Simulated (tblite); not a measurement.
Species: C6H6N3 (doublet state).
Z-matrix (Å and degrees, GFN2-xTB geometry), rows numbered from 1:
```
C 
C   1  1.4910
N   2  1.3000  1  118.89
C   3  1.3406  2  119.18  1  -179.86
C   4  1.3901  3  120.69  2    -0.26
N   5  1.3124  4  123.03  3     0.17
C   6  1.3699  5  116.90  4     0.49
C   7  1.3437  2  118.97  1    -2.38
N   8  1.2093  7  164.75  2    68.28
H   1  1.0863  2  109.36  3     2.19
H   1  1.0901  2  110.47  3  -118.10
H   1  1.0894  2  110.25  3   122.77
H   4  1.0789  3  116.39  2   179.92
H   5  1.0816  4  121.46  3  -179.45
H   9  1.0117  8  125.63  7  -160.00
```

Method: GFN2-xTB as coded in tblite; computed harmonic values from a numerical Hessian at the method's own geometry, unscaled. The method is semi-empirical: single wavenumbers can be off by several per cent or more. One conformer, not necessarily the lowest. Open shells enter through the occupations alone, without spin polarisation, and single modes of such species can be off by tens of per cent.

Harmonic wavenumbers (cm⁻¹): 63.0, 121.0, 124.7, 177.7, 294.5, 312.9, 402.6, 446.7, 457.4, 493.7, 556.2, 605.9, 679.3, 733.2, 769.4, 865.7, 884.2, 934.3, 987.4, 1016.0, 1105.3, 1112.9, 1220.2, 1238.9, 1268.2, 1304.7, 1389.1, 1401.8, 1446.1, 1461.7, 1463.4, 1541.2, 2113.9, 2997.3, 3014.9, 3058.8, 3059.0, 3085.4, 3329.4.

A = 3017, B = 1536, C = 1027 MHz; mass 120.056 u (most abundant isotopes); point group C1, symmetry number 1; spin multiplicity 2.

Task: Zero-point energy?

Result: Half the sum of the wavenumbers: 23769 cm⁻¹ = 67.96 kcal/mol.

Task: Give the ideal-gas entropy at 298.15 K and 1 bar in the rigid-rotor, harmonic-oscillator model (classical rotation).

Result: Translation 40.29, rotation 28.60, vibration 21.59, spin (R ln 2) 1.38: S = 91.9 cal/(mol K).

Task: And Cp and H(298.15 K) − H(0)?

Result: Cp = 32.96 cal/(mol K), of which vibrations give 25.01 (their classical limit is 39 R = 77.5); H(298.15 K) − H(0) = 5.95 kcal/mol without the zero-point energy, 3.58 from vibrations.

Task: What must be added to the electronic energy to get the Gibbs energy at 298.15 K and 1 bar?

Result: ZPE + [H(298.15 K) − H(0)] − T·S = 67.96 + 5.95 − 27.39 = 46.52 kcal/mol.

Task: Blend soft modes into free rotors: weight 1/[1 + (100 cm⁻¹/ν̃)⁴] for the oscillator and the rest for a rotor with moment μB/(μ + B), μ = h/(8π²ν), B = 10⁻⁴⁴ kg m². What vibrational entropy results?

Result: 20.45 cal/(mol K) in place of 21.59, which changes −T·S at 298.15 K by +0.34 kcal/mol.

Task: Which modes carry the vibrational entropy at 298.15 K?

Result: 63.0 cm⁻¹: 4.36; 121.0 cm⁻¹: 3.08; 124.7 cm⁻¹: 3.03; 177.7 cm⁻¹: 2.35; 294.5 cm⁻¹: 1.45; 312.9 cm⁻¹: 1.35 cal/(mol K); the other 33 give 5.97 together.

Hindered rotation and anharmonicity are outside this model. Other conformers, if any are populated, would add a mixing term that is left out. The structure is chiral; the term R ln 2 for an equal mix with its mirror image is left out.
